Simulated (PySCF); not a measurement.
Compound: C₇H₁₁ClSi₂.
Atom-mapped SMILES: `[Cl:1][SiH2:2][C@@H:3]1[SiH2:4][C@H:5]1[C:6]#[C:7][CH:8]1[CH2:9][CH2:10]1`

Definitions: NICS(0) = −σiso at the ring centroid; NICS(1) = −σiso and NICS(1)zz = −σzz at ±1 Å along the ring normal z. Level: GIAO PBE0/pcSseg-1 (PySCF, non-relativistic, gas phase) on the GFN2-xTB geometry, one conformer.

Rings: 1. C3–Si4–C5; 2. C8–C9–C10.

```json
{"set": "P", "NICS(0)": "-43.8", "NICS(1), two faces": "-8.3 / -9.0", "NICS(1)zz, two faces": "-22.2 / -24.7"}
{"set": "Q", "NICS(0)": "-28.6", "NICS(1), two faces": "-7.7 / -9.2", "NICS(1)zz, two faces": "-15.9 / -17.8"}
```

Question: Which set (ppm) belongs to which ring?

Answer: P = 2, Q = 1.
- 1 (3-membered ring with Si; formal bonds all single): mean NICS(1)zz -16.8 ppm, shielded. C3, Si4, C5 have four or more neighbours, so the value isn't read as a sign of a π ring current.
- 2 (3-membered carbocycle; formal bonds all single): mean NICS(1)zz -23.4 ppm, shielded. C8, C9, C10 have four or more neighbours, and the NICS criterion for π rings isn't applied.

Question: How do the rings differ in shape?

Answer: 
```json
{"ring": "1", "bond lengths (Å)": "1.893, 1.899, 1.553", "rms pucker (Å)": "0.00", "HOMA": "–", "nearest outside atom to a NICS(1) probe (Å)": "hydrogen 1.47"}
{"ring": "2", "bond lengths (Å)": "1.507, 1.495, 1.507", "rms pucker (Å)": "0.00", "HOMA": "–", "nearest outside atom to a NICS(1) probe (Å)": "hydrogen 1.45"}
```

The values belong to the conformer `[Cl:1][SiH2:2][C@@H:3]1[SiH2:4][C@H:5]1[C:6]#[C:7][CH:8]1[CH2:9][CH2:10]1`: Cl1–Si2–C3–Si4 -84°.
